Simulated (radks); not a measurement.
Polarisability of the hafnium ion Hf2+, [Xe] 4f14 5d2, at imaginary frequency. All-electron calculation, scalar-relativistic Kohn-Sham, PBE, spin-polarised, spherical densities, finite nucleus; open shells are filled with parallel spins first (spin-orbit coupling, left out, can overturn this in heavy ions); Fermi nuclear charge, rms radius 5.347 fm. Program: a radial shooting solver on a logarithmic mesh with Libxc functionals. Response by self-consistent Sternheimer equations with the Hartree and adiabatic LDA kernel, the relativistic mass of each level held fixed and spin-orbit coupling left out.

w (hartree)  alpha1(iw) (bohr^3)
0.00266                    15.91
0.0143                     15.86
0.0360                     15.60
0.0697                     14.84
0.118                      13.39
0.186                      11.41
0.280                      9.365
0.413                      7.497
0.605                      5.827
0.892                      4.326
1.35                       2.984
2.12                       1.831
3.59                      0.9467
6.94                      0.3820
17.5                     0.09551

Static values: alpha1 = 15.91 bohr^3 (2.358 angstrom^3; uncoupled 21.99). C6 = 82.64, triple-dipole C9 = 802.8 atomic units. One-pole (London) frequency 4 C6 / (3 alpha1^2) = 0.435 hartree, against 0.637 for minus the highest occupied eigenvalue.
